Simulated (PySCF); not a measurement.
**Mn²⁺: ionisation energy**

Mn²⁺ [Ar] 3d5 (6S) → Mn³⁺ [Ar] 3d4 (5D), as a difference of total energies. Computed with PySCF 2.14 in aug-cc-pwCVQZ, with the non-relativistic Hamiltonian (point nucleus). The calculations carry no spin-orbit coupling.

```csv
method,ionisation energy (eV)
UHF,32.578
PW91,34.335
BHandHLYP,33.688
```

These non-relativistic numbers lack the scalar-relativistic shift.

The reference lies between the lowest fine-structure levels, while these numbers refer to the centres of the terms.

For comparison: 33.668 ± 0.012 eV (measured; NIST Atomic Spectra Database, ionization energies).
